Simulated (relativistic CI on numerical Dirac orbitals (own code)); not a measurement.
**Calculated levels, V⁷⁺**

Computed by Dirac-Coulomb-Breit CI, KLI orbitals optimised for each configuration, model QED (radiative potential, 1s self-energy scaled to tabulated hydrogen-like ionisation energies), valence Slater integrals scaled by 0.9, P86 correlation estimate, and configurations built on the next ion tied to the tabulated ionisation energy (semi-empirical) (own radial code, finite nucleus).

Configurations in the expansion (outside the closed core [Ne]): 3s2 3p4, 3s2 3p3 3d, 3s2 3p3 4s, 3s2 3p3 4p, 3s2 3p3 4d, 3s2 3p3 5s, 3s2 3p3 4f, 3s 3p5, 3p6, 3s2 3p2 3d2, 3s 3p4 3d, 3p4 3d2, 3p5 3d, 3s 3p3 3d2, 3s2 3p2 3d 4s, 3s2 3p2 3d 4p, 3p5 4s, 3p5 4p, 3s 3p4 4s, 3s 3p3 3d 4s, 3s 3p4 4p, 3s 3p3 3d 4p, 3s2 3p2 4s2, 3s2 3p3 5p. Levels of other configurations are missing.

The lowest level is 3s2 3p4 3P_2, with 95 % of that term; Hund's rules for 3s2 3p4 give 3P with J = 2, in agreement.

| No. | Configuration | Term | J | E (cm⁻¹) | % | Lifetime (s) | jj configuration (%) |
| --- | --- | --- | --- | --- | --- | --- | --- |
| 1 | 3s2 3p4 | 3P | 2 | 0 | 95 |  | 3p3/2^2 (77) |
| 2 | 3s2 3p4 | 3P | 1 | 5996 | 97 | 2.11e-01 | 3p1/2 3p3/2^3 (97) |
| 3 | 3s2 3p4 | 3P | 0 | 7517 | 95 | 5.38e+00 | 3p3/2^4 (50) |
| 4 | 3s2 3p4 | 1D | 2 | 26721 | 95 | 5.45e-02 | 3p1/2 3p3/2^3 (77) |
| 5 | 3s2 3p4 | 1S | 0 | 58293 | 93 | 5.45e-03 | 3p3/2^2 (49) |
| 6 | 3s 3p5‡ | 3P° | 2 | 220377 | 78 | 5.44e-10 | 3s 3p3/2^3 (78) |
| 7 | 3s 3p5‡ | 3P° | 1 | 225239 | 77 | 5.27e-10 | 3s 3p1/2 3p3/2^4 (47) |
| 8 | 3s 3p5‡ | 3P° | 0 | 228058 | 77 | 5.27e-10 | 3s 3p1/2 3p3/2^4 (77) |
| 9 | 3s 3p5‡ | 1P° | 1 | 276813 | 51 | 2.28e-10 | 3s 3p3/2^3 (30) |
| 10 | 3s2 3p3 3d | 5D° | 0 | 284592 | 98 | 3.67e-08 | 3p1/2 3p3/2^2 3d3/2 (52) |
| 11 | 3s2 3p3 3d | 5D° | 1 | 284653 | 97 | 4.12e-08 | 3p1/2 3p3/2^2 3d3/2 (50) |
| 12 | 3s2 3p3 3d | 5D° | 2 | 284752 | 97 | 6.53e-08 | 3p1/2 3p3/2^2 3d3/2 (39) |
| 13 | 3s2 3p3 3d | 5D° | 3 | 284909 | 97 | 1.81e-07 | 3p1/2 3p3/2^2 3d5/2 (28) |
| 14 | 3s2 3p3 3d | 5D° | 4 | 285234 | 97 |  | 3p1/2 3p3/2^2 3d5/2 (54) |
| 15 | 3s2 3p3 3d | 3D° | 2 | 306053 | 92 | 5.26e-08 | 3p3/2 3d5/2 (34) |
| 16 | 3s2 3p3 3d | 3D° | 3 | 306506 | 95 | 1.11e-06 | 3p1/2 3p3/2^2 3d5/2 (66) |
| 17 | 3s2 3p3 3d | 3D° | 1 | 307235 | 97 | 5.55e-08 | 3p1/2 3p3/2^2 3d5/2 (48) |
| 18 | 3s2 3p3 3d | 1S° | 0 | 314389 | 97 | 6.19e-08 | 3p1/2 3p3/2^2 3d5/2 (55) |
| 19 | 3s2 3p3 3d | 3F° | 2 | 315417 | 94 | 2.61e-07 | 3p1/2 3p3/2^2 3d3/2 (58) |
| 20 | 3s2 3p3 3d | 3F° | 3 | 317150 | 95 | 1.19e-07 | 3p1/2 3p3/2^2 3d3/2 (50) |
| 21 | 3s2 3p3 3d | 3F° | 4 | 319299 | 96 | 6.82e-02 | 3p1/2 3p3/2^2 3d5/2 (70) |
| 22 | 3s2 3p3 3d | 3G° | 3 | 336172 | 96 | 4.96e-08 | 3p1/2 3p3/2^2 3d3/2 (39) |
| 23 | 3s2 3p3 3d | 3G° | 4 | 336715 | 95 | 3.70e-01 | 3p1/2 3p3/2^2 3d3/2 (42) |
| 24 | 3s2 3p3 3d | 3G° | 5 | 337531 | 98 | 6.50e-01 | 3p1/2 3p3/2^2 3d5/2 (98) |
| 25 | 3s2 3p3 3d | 1G° | 4 | 343675 | 95 | 1.80e-01 | 3p1/2 3p3/2^2 3d3/2 (45) |
| 26 | 3s2 3p3 3d | 1D° | 2 | 348236 | 94 | 1.25e-09 | 3p1/2 3p3/2^2 3d3/2 (28) |
| 27 | 3s2 3p3 3d | 3D° | 1 | 361286 | 97 | 1.15e-09 | 3p3/2 3d3/2 (37) |
| 28 | 3s2 3p3 3d | 3P° | 0 | 361641 | 96 | 2.19e-08 | 3p3/2 3d3/2 (56) |
| 29 | 3s2 3p3 3d | 3P° | 1 | 363334 | 96 | 1.78e-09 | 3p3/2 3d5/2 (29) |
| 30 | 3s2 3p3 3d | 3F° | 4 | 363995 | 92 | 5.31e-03 | 3p3/2^3 3d5/2 (51) |
| 31 | 3s2 3p3 3d | 3F° | 3 | 364091 | 94 | 2.44e-08 | 3p1/2 3p3/2^2 3d5/2 (42) |
| 32 | 3s2 3p3 3d | 3D° | 2 | 364202 | 63 | 3.20e-09 | 3p1/2 3p3/2^2 3d3/2 (42) |
| 33 | 3s2 3p3 3d | 3F° | 2 | 365505 | 63 | 1.88e-09 | 3p1/2 3p3/2^2 3d3/2 (34) |
| 34 | 3s2 3p3 3d | 3P° | 2 | 367974 | 94 | 1.10e-09 | 3p1/2 3p3/2^2 3d5/2 (43) |
| 35 | 3s2 3p3 3d | 3D° | 3 | 369063 | 94 | 1.61e-09 | 3p3/2^3 3d5/2 (42) |
| 36 | 3s2 3p3 3d | 1F° | 3 | 392104 | 94 | 1.13e-08 | 3p1/2 3p3/2^2 3d5/2 (34) |
| 37 | 3s2 3p3 3d | 3P° | 2 | 406416 | 77 | 1.11e-11 | 3p1/2 3p3/2^2 3d5/2 (38) |
| 38 | 3s2 3p3 3d | 3S° | 1 | 407334 | 39 | 1.22e-11 | 3p1/2 3p3/2^2 3d3/2 (70) |
| 39 | 3s2 3p3 3d | 3S° | 1 | 409174 | 53 | 1.34e-11 | 3p1/2 3p3/2^2 3d5/2 (64) |
| 40 | 3s2 3p3 3d | 3P° | 0 | 412501 | 77 | 1.07e-11 | 3p3/2^3 3d3/2 (40) |
| 41 | 3s2 3p3 3d | 3P° | 1 | 412767 | 40 | 1.16e-11 | 3s 3p1/2 3p3/2^4 (25) |
| 42 | 3s2 3p3 3d | 3D° | 3 | 425493 | 96 | 9.91e-12 | 3p3/2 3d5/2 (45) |
| 43 | 3s2 3p3 3d | 3D° | 2 | 429412 | 95 | 1.00e-11 | 3p1/2 3p3/2^2 3d5/2 (50) |
| 44 | 3s2 3p3 3d | 3D° | 1 | 431937 | 96 | 9.98e-12 | 3p3/2^3 3d3/2 (27) |
| 45 | 3s2 3p3 3d | 1D° | 2 | 444317 | 96 | 1.25e-11 | 3p1/2 3p3/2^2 3d5/2 (47) |

Energies count from the lowest computed level; ° marks odd parity; lifetimes are radiative, by E1, M1, E2 decay to levels of this space only; some are left blank where a channel outside the calculation adds to the decay or the decay crosses a small, uncertain gap. Filled j subshells are mostly left out of the jj labels. ‡ marks configurations that were not tied to measured data.

The mean weight of the leading LS term, summed over parents, in these 45 levels is 88 %, and that of the leading jj configuration (from the same eigenvectors) 50 %, so LS coupling describes them better.

Configurations that consist of the next ion and one excited electron were tied to the tabulated ionisation energy; Rydberg ones are usually within 1,000 to 3,000 cm⁻¹ and the lowest ones within about 6,000 (9,000 in d shells), while levels on excited terms of the next ion carry the error of that term, and the other configurations can be misplaced by 10,000 cm⁻¹ or more. Rates follow the energies as ν³ (E1, M1) or ν⁵ (E2), so rates, branching and lifetimes can be off by large factors. 20 of the 21 excited levels that our extract of the measured tables holds in this range could be paired (the sources list more); they are missed by 15926 cm⁻¹ on average and 102544 at most, and levels without a partner can miss by more.

Landé's interval rule says that E(J) − E(J−1) = AJ with one A. For the ground term the intervals give A = -1520.4, -2998.2 cm⁻¹ for J = 1, 2; the multiplet is inverted.

LS names give the leading component of a level, which can be under half, so a name can repeat, a term be missing and a line seem to break the LS rules.
